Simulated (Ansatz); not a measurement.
Start from `N[SiH](N)O[SiH3]` and change one atom or group to get `N[SiH](N)N`.

Ansatz, PBE0-D4/def2-TZVP geometries, multiplicity 1. Each molecule was computed in one conformer, which needn't be the lowest.

| property | `N[SiH](N)O[SiH3]` |
| --- | --- |
| HOMO energy (PBE/def2-TZVPP) / eV | -6.10 |
| LUMO energy (PBE/def2-TZVPP) / eV | -0.44 |
| HOMO energy (PBE0/def2-TZVPP) / eV | -7.55 |
| HOMO energy (ωB97M-V/def2-TZVPP) / eV | -9.95 |
| LUMO energy (ωB97M-V/def2-TZVPP) / eV | 1.95 |
| HOMO energy (B3LYP/def2-TZVPP) / eV | -7.30 |

Q: Give the same properties after the change, and the shifts. (An estimate is asked.)

A: Ansatz gave: 
```tsv
property	`N[SiH](N)N`	shift
HOMO energy (PBE/def2-TZVPP) / eV	-5.42	0.68
LUMO energy (PBE/def2-TZVPP) / eV	0.28	0.72
HOMO energy (PBE0/def2-TZVPP) / eV	-6.86	0.69
HOMO energy (ωB97M-V/def2-TZVPP) / eV	-9.25	0.70
LUMO energy (ωB97M-V/def2-TZVPP) / eV	2.45	0.50
HOMO energy (B3LYP/def2-TZVPP) / eV	-6.61	0.69
```

B3LYP here is the variant with VWN-RPA as its local correlation; programs differ in this.
